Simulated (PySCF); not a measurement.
# C$_{4}$H$_{9}$FOSi: full NMR table

- Formula: C4H9FOSi
- SMILES: CO[Si@@H]1CC[C@@H]1F
- Point group of the computed structure: C1
- Degrees of unsaturation: 1
- Carbon signals: 4
- Proton signals: 7

Numbering as in the mapped SMILES `[CH3:1][O:2][Si@@H:3]1[CH2:4][CH2:5][C@@H:6]1[F:7]` (H(Xn): hydrogen on atom n). Ha(C4), Ha(C5) are cis to O2 on the ring; Hb(C4), Hb(C5) are trans to O2 on the ring.

Theoretical values (PySCF 2.14.0 with density-fitted response routines): σ from GIAO-PBE0/pcSseg-1, geometry: GFN2-xTB. Non-relativistic, averaged over atoms made equivalent by symmetry, fast rotation or ring inversion, a single conformation, no solvent.

Shifts are taken against calculated references (same method and geometry level): ¹H (31.72 ppm), ¹³C (186.93 ppm), ²⁹Si (349.16 ppm) against TMS; CFCl3 for ¹⁹F (170.95 ppm); ¹⁷O (336.08 ppm) against H2O.

| carbon | δC, type | δH (multiplicity) | HMBC from (2–3 bonds) | span of the C tensor (ppm) |
| --- | --- | --- | --- | --- |
| C1 | 54.7, CH3 | 4.03 (s) | H(Si3) | 80 |
| C4 | 14.5, CH2 | Hb(C4) 1.14 (m); Ha(C4) 1.62 (m) | H(Si3), H(C6), Hb(C5), Ha(C5) | 44 |
| C5 | 31.2, CH2 | Hb(C5) 2.72 (m); Ha(C5) 2.41 (m) | H(Si3), H(C6), Ha(C4), Hb(C4) | 47 |
| C6 | 99.2, CH | 5.12 (m) | H(Si3), Hb(C5), Ha(C5), Ha(C4), Hb(C4) | 89 |

Other nuclei:
```tsv
atoms	nucleus	environment	δ (ppm)	σ (ppm)
H(Si3)	¹H	hydrogen on a silicon bonded to 2 C, O, in a 4-membered ring	5.50	26.22
F7	¹⁹F	fluorine on an sp3 carbon	-229.7	400.6
Si3	²⁹Si	silicon bonded to 2 C, O, H, in a 4-membered ring	-1.3	350.5
O2	¹⁷O	oxygen bonded to C, Si	14.2	321.9
```

Carbon types of the structure: 1 × CH, 2 × CH2, 1 × CH3, leaving 1 H on heteroatoms. δC 99.2: sp3 CH bonded to F and Si; the inductive effect lowers its shielding. δC 54.7: methyl carbon bonded to O; pulled downfield by the heteroatom. δC 31.2: sp3 CH2 in a ring; saturated and bonded to C and H only. δH 5.12: hydrogen on an sp3 CH bonded to F and Si; its carbon carries F, hence the downfield position. δH 4.03: hydrogen on a methyl carbon bonded to O; its carbon carries O, an electronegative neighbour.

Splittings by ¹⁹F in the carbon and heteronuclear signals aren't shown, as no couplings were computed. Shifts are as computed. Against solution values, carbons near 30 ppm lie about +3 ppm off and those near 130 ppm about +5 ppm. Of 1309 compounds with measured shifts, 239 miss one by over three times the rms of a fit or turn the order of signals round; such compounds aren't used in these exercises. Unscaled 19F shifts against computed CFCl3 carry errors that often reach 10 to 50 ppm. Experimental scales use liquid or dissolved standards, which lie at an offset from isolated H2O (liquid H2O: subtract about 36 ppm). No couplings were computed; multiplicities are counted from neighbouring protons, with m where these are inequivalent, close in shift, in a saturated or five-membered ring or joined by F or P, and br s for small geminal =CH2 splittings.
